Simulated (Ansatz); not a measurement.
`FC(F)(Cl)Br` + HCl → `FC(Cl)(Cl)Br` + H–F at 500 K and 1 bar (substitution at a C–F bond).

Program: Ansatz. Geometries: PBE0-D4/def2-TZVP. ΔE: electronic, gas phase. CCSD(T)/CBS adds triple-zeta CCSD(T) − MP2 to the extrapolated MP2 energy (def2 sets, frozen cores). This one scheme is used for every species. For Br outer-core shells are correlated without core-valence functions, which leaves a few kJ/mol of doubt a bond. Scalar relativity is left out up to krypton.

```
       species  CCSD(T)/CBS energy (Eh)  H − E (kJ/mol)  S (J/(mol·K))
 `FC(F)(Cl)Br`              -3270.70957            65.5          361.3
           HCl               -460.38127            32.5          201.9
`FC(Cl)(Cl)Br`              -3630.68833            62.7          375.6
           H–F               -100.39570            39.4          188.7
```

H − E and S are ideal-gas, rigid-rotor, harmonic terms from PBE0-D4/def2-TZVP. 1 Eh = 2625.50 kJ/mol, R = 8.31446 J/(mol·K).

By hand: ΔE, ΔH, ΔS and ΔG.

ΔE = (-3630.68833) + (-100.39570) − (-3270.70957) − (-460.38127) = 0.00681 Eh = 17.9 kJ/mol. Δ(H − E) = 62.7 + 39.4 − 65.5 − 32.5 = 4.1, so ΔH = 22.0 kJ/mol. ΔS = 375.6 + 188.7 − 361.3 − 201.9 = 1.1 J/(mol·K). ΔG = 22.0 − 500 × (1.1)/1000 = 21.4 kJ/mol.

By hand: the equilibrium constant, and the temperature at which ΔG would vanish if ΔH and ΔS stayed fixed.

log₁₀ K = −ΔG/(RT ln 10) = -2.2. ΔG = 0 at ΔH/ΔS = 20000 K, far beyond where these terms or the molecules hold.

The number of gas molecules stays the same, so ΔS is small and ΔH decides. A doubt of 5 kJ/mol in ΔE shifts log₁₀ K by 0.5 here. These are equilibria of isolated gas molecules and say nothing of rates. Largest T1 diagnostic: 0.010 (customary marks: 0.02 for closed shells, 0.045 for open ones).
